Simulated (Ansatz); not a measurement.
One change: `[OH][Ti]([OH])([OH])[I]` becomes `[CH3][Ti]([OH])([OH])[OH]`.

Ansatz, PBE0-D4/def2-TZVP geometries, multiplicity 1. Each molecule was computed in one conformer, which needn't be the lowest.

Elements past krypton have def2 core potentials. Scalar relativity is left out up to krypton.

```csv
property,`[OH][Ti]([OH])([OH])[I]`
size of the dipole moment (B3LYP/def2-TZVPP) / D,2.95
HOMO–LUMO gap (B3LYP/def2-TZVPP) / eV,4.75
LUMO energy (B3LYP/def2-TZVPP) / eV,-2.38
HOMO energy (ωB97M-V/def2-TZVPP) / eV,-9.44
"ideal-gas entropy at 298 K and 1 bar (rigid rotor, harmonic PBE0-D4/def2-TZVP) / J/(mol·K)",399
LUMO energy (PBE0/def2-TZVPP) / eV,-2.11
```

(1) What does the change do to each property? (Best estimate.)

Answers

(1) The calculation gave: 
| property | `[CH3][Ti]([OH])([OH])[OH]` | shift |
| --- | --- | --- |
| size of the dipole moment (B3LYP/def2-TZVPP) / D | 2.65 | -0.30 |
| HOMO–LUMO gap (B3LYP/def2-TZVPP) / eV | 5.97 | 1.22 |
| LUMO energy (B3LYP/def2-TZVPP) / eV | -1.31 | 1.07 |
| HOMO energy (ωB97M-V/def2-TZVPP) / eV | -9.87 | -0.43 |
| ideal-gas entropy at 298 K and 1 bar (rigid rotor, harmonic PBE0-D4/def2-TZVP) / J/(mol·K) | 399 | 0 |
| LUMO energy (PBE0/def2-TZVPP) / eV | -0.99 | 1.12 |

With PBE0 the HOMO falls by 0.14 eV and the LUMO rises by 1.12 eV, so the gap widens by about 1.26 eV. PBE moves the HOMO by 0.17 eV and ωB97M-V by -0.43 eV. The zero-point energy changes by 87.7 kJ/mol with +9 modes. Dipoles are sizes alone; their direction can turn.

B3LYP here is the variant with VWN-RPA as its local correlation; programs differ in this.

Spin–orbit coupling is left out; it splits and shifts lone-pair levels of the heavy atoms by tenths of an eV.
